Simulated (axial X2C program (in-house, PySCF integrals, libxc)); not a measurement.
**AlMo: bond constants with and without spin–orbit coupling**

Computed with an axial X2C code built on PySCF integrals. Spin-free means the one-electron spin-free X2C Hamiltonian; two-component (2c) means X2C with spin–orbit coupling and atomic mean-field two-electron Coulomb and Gaunt terms, so the difference of the two also holds small scalar two-electron terms. Basis: Mo dyall-cv3z [11s12p9d5f3g], Al dyall-v3z [8s8p2d1f] (cores contracted in-house); Gaussian nuclei, density fitting, unrestricted open shells. Masses: Mo 97.905 u, Al 26.982 u.

Input:
```json
{
 "zs": [
  42,
  13
 ],
 "q": 0,
 "bas": [
  "dyall-cv3z",
  "dyall-v3z"
 ],
 "levels": [
  "PBE0",
  "HF",
  "PBE"
 ],
 "cc": true,
 "r0": 2.64,
 "thr": -1.0,
 "nmax": 90,
 "npts": 10,
 "nst": 2,
 "ntry": 6
}
```
```bash
python so2c.py task.json out
```

Keys: zs atomic numbers; q charge; bas basis sets; levels methods; cc coupled cluster on or off; r0 starting distance in Å; thr threshold in hartree for freezing inner shells (an s shell follows its p shell); nmax most natural virtual spinors; npts points on the curve; nst determinants followed; ntry starts of the search. HF also brings MP2.

State, spin-free: M_S = 5/2, Λ = 0 (beyond evenly filled blocks: σα, π+α, π-α, δ+α, δ-α); electrons by block: σα: 14, σβ: 13, π+α: 6, π+β: 5, π-α: 6, π-β: 5, δ+α: 2, δ+β: 1, δ-α: 2, δ-β: 1. Fragments: Mo + Al.

State, 2c: Ω = 5/2 (⟨Sz⟩ = 2.50, ⟨Lz⟩ = 0.00 at PBE0); electrons by block: 1/2: 19, -1/2: 19, 3/2: 7, -3/2: 7, 5/2: 2, -5/2: 1. Fragments: Mo + Al.

```json
{"Hamiltonian": "spin-free", "level": "CCSD", "Re (Å)": "2.791", "ωe (cm⁻¹)": "210.1", "Be (cm⁻¹)": "0.1023", "αe (cm⁻¹)": "0.000703", "De (eV)": "1.02", "D0 (eV)": "1.01", "k (mdyn/Å)": "0.55", "μ (D)": "n/a"}
{"Hamiltonian": "spin-free", "level": "CCSD(T)", "Re (Å)": "2.753", "ωe (cm⁻¹)": "224.1", "Be (cm⁻¹)": "0.1052", "αe (cm⁻¹)": "0.000683", "De (eV)": "1.17", "D0 (eV)": "1.15", "k (mdyn/Å)": "0.626", "μ (D)": "n/a"}
{"Hamiltonian": "2c", "level": "PBE0", "Re (Å)": "2.743", "ωe (cm⁻¹)": "217.9", "Be (cm⁻¹)": "0.1059", "αe (cm⁻¹)": "0.000658", "De (eV)": "1.23", "D0 (eV)": "1.22", "k (mdyn/Å)": "0.592", "μ (D)": "-1.14"}
{"Hamiltonian": "2c", "level": "PBE", "Re (Å)": "2.696", "ωe (cm⁻¹)": "234.0", "Be (cm⁻¹)": "0.1097", "αe (cm⁻¹)": "0.000646", "De (eV)": "1.53", "D0 (eV)": "1.52", "k (mdyn/Å)": "0.683", "μ (D)": "-0.88"}
```

Spin-free values that have a 2c row agree with it to the digits that matter (0.001 Å, 0.01 eV) and are not repeated.

Correlated methods: 9 electrons correlated (number of frozen shells: Mo 4 s, 3 p, 1 d; Al 2 s, 1 p), 265 virtual spin orbitals or spinors in MP2, 90 natural virtuals in coupled cluster.

Dipoles are positive if Al is the positive end.

The state is a single determinant with fixed occupations, the lowest that a limited PBE0 search found. Dissociation energies refer to the lowest single-determinant-based atoms at the same level and basis. Density functionals use the spin component along the axis (collinear). Coupled cluster ran in a truncated set of natural virtual spinors; the MP2 energy of the rest was added. (T) has no such correction and the atoms are truncated less, which lowers De at CCSD(T) by a hundredth of an eV or more. A 2c atom that is not at its ground J level misses part of its spin–orbit lowering, and De is too large by that part (0.04 eV or less for light atoms). This holds for PBE0, PBE. Other states lie close and PBE0, whose exact exchange favours high spin, may order them wrongly; the determinant shown need not be the ground state. The nearest other spin-free determinant of the search, M_S = 5/2, Λ = 1, lies 0.38 eV up at the distance of the search. Without a current term, density functionals place determinants with orbital angular momentum somewhat too high. With several unpaired electrons one determinant need not be a pure state. This is the top spin component of a Σ state; components of lower Ω are not single determinants and can lie lower. The determinant is spin-polarised beyond a pure state at some levels (its spin-free form has ⟨S²⟩ too high), which makes Re and μ there less reliable. The T1 diagnostic is large, a sign of multireference character. With the outer-core shells frozen, correlated bond lengths of heavy atoms tend to come out a few hundredths of an ångström too long.

No reliable constants came from CCSD (2c), CCSD(T) (2c), HF (2c), HF (spin-free), MP2 (2c), MP2 (spin-free): no minimum in range, unconverged points, a curve that is not smooth, a change of character along it, or the two Hamiltonians disagreeing along it.

Rough cost a point (2c) on 1 thread(s) of a shared host, integrals apart: PBE0 2 s, PBE 0.9 s.

The whole task took 3.5 min on 1 thread of AMD EPYC 7B13 (Zen 3) (shared host).
